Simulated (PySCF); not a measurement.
Computed shifts of a molecule C₅H₆F₂, PBE/pcSseg-1 in PySCF, GIAO, gas phase, equivalent atoms averaged, in ppm (number of nuclei): ¹³C: 173.2 (1), 171.2 (1), 107.9 (1), 98.2 (1), 20.7 (1). ¹⁹F: -86.7 (1), -133.2 (1). ¹H: 5.78 (1), 5.02 (1), 4.71 (1), 2.54 (3). References: ¹³C against TMS (σ = 182.0 ppm); ¹⁹F against CFCl3 (σ = 133.6 ppm); ¹H against TMS (σ = 31.49 ppm), references at their B3LYP-D3(BJ)/def2-TZVP geometries, non-relativistic. Coordinates come from a r2SCAN-D4/def2-SVP optimisation. One conformer was computed; it need not be the lowest.

Which molecule gave these data?
(A) C=C(F)/C=C(\C)F
(B) C[C@@]1(F)C=C[C@H]1F
(C) CC(C)=C=C(F)F
(D) C[C@@H]1CC(F)=C1F

A, C=C(F)/C=C(\C)F
